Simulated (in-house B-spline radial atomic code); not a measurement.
# LDA VWN5 excitations of Sb³⁺

Method: LDA VWN5. Computed with a B-spline radial code for spherical atoms: linear response of the closed shell [Kr] 4d10 5s2 with the functional's adiabatic kernel; scalar-relativistic (spin-free one-electron X2C), finite nucleus, no spin-orbit coupling, no double excitations, S, P, D and F terms only; shells from n = 3 respond. Only terms of natural parity with L up to 3 were computed.

Command:
```bash
python run_td.py task.json out
```
Settings (radii: box in bohr, nucleus in fm):
```
Z                        51
electrons                48
configuration            [Kr] 4d10 5s2
hamiltonian              x2c
method                   lda,vwn
box_radius               23.08
rms_radius               4.6802
intervals                72
```

Cost of the run: 0.9 s on 1 thread of Intel(R) Xeon(R) 6975P-C (Granite Rapids), on a shared host.

The lowest states, in the order of their Tamm-Dancoff energies; the method's threshold (minus the highest occupied level) is 39.37 eV. Labels give the largest channel, * marks a mixed state, and oscillator strengths are full-response dipole values. Semilocal kernels can invert the small singlet-triplet splittings of Rydberg terms. Energies in eV:

| state | full response | Tamm-Dancoff | oscillator strength |
| --- | --- | --- | --- |
| 5s → 5p 3P | 9.122 | 9.184 | - |
| 5s → 5p 1P | 12.191 | 12.723 | 1.57 |
| 5s → 5d 3D | 22.219 | 22.232 | - |
| 5s → 5d 1D | 22.773 | 22.791 | - |
| 5s → 6s 3S | 23.656 | 23.660 | - |
| 5s → 6s 1S | 24.096 | 24.123 | - |
| 5s → 6p 3P | 26.888 | 26.893 | - |
| 5s → 6p 1P | 27.002 | 27.047 | 0.0305 |
| 5s → 4f 3F | 28.138 | 28.150 | - |
| 5s → 4f 1F | 28.385 | 28.392 | - |
| 5s → 6d 3D | ? | ? | - |
| 5s → 7s 3S | 31.18 | 31.18 | - |
| 5s → 6d 1D | 31.19 | 31.20 | - |
| 5s → 7s 1S | ? | ? | - |

Where does 5s → 7s 1S lie?

At 31.29 eV in full response, 31.30 eV in Tamm-Dancoff.

Where does 5s → 6d 3D lie?

At 31.09 eV in full response, 31.10 eV in Tamm-Dancoff.

How large is the singlet-triplet splitting of 5s → 5p (P terms) in Tamm-Dancoff?

3.54 eV, from the unrounded values.

What polarisabilities and dispersion coefficient does the method give?

Dipole 10.04 bohr³, quadrupole 28.22 bohr⁵, C6 47.93 hartree·bohr⁶ for two such species.
